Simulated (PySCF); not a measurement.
# TiHCl + H₂O → HTi(OH) + HCl

Level: PBE0 in the def2-TZVP basis family, all electrons, no relativity, computed in PySCF with density fitting; open shells unrestricted.

```csv
species,state and structure,ZPE (kJ/mol),H(298 K) − H(0) (kJ/mol),S° (J/(mol K))
TiHCl,"triplet, Cs, Ti–Cl 2.233 Å, Ti–H 1.756 Å; Cl–Ti–H 130.2°",14.1,11.7,272.0
H₂O,"singlet, C2v, O–H 0.960 Å (×2); H–O–H 105.1°",56.5,9.9,188.7
HTi(OH),"triplet, Cs, O–H 0.956 Å, Ti–H 1.771 Å, Ti–O 1.804 Å; H–O–Ti 149.0°, H–Ti–O 133.4°",44.6,12.7,267.3
HCl,"singlet, C∞v, H–Cl 1.279 Å",17.9,8.7,186.6
```

(1) Is the gas-phase reaction uphill or downhill in electronic energy at this level, and by how much?

(2) Add zero-point, thermal and entropy terms for 298.15 K and 1 bar.

Answers

(1) At PBE0/def2-TZVP, ΔE = 44.1 kJ/mol, uphill. 

(2) ΔZPE = -8.1 and Δ[H(298) − H(0)] = -0.2 kJ/mol give ΔH° = 35.8 kJ/mol. ΔS° = -6.8 J/(mol K), so ΔG° = 35.8 − 298.15 × (-0.0068) = 38 kJ/mol and log₁₀K = -6.6.

Open d or f shells are single determinants, so the state found may not be the ground state. Each species is the lowest minimum found with this bonding; other isomers or fragments can lie lower.
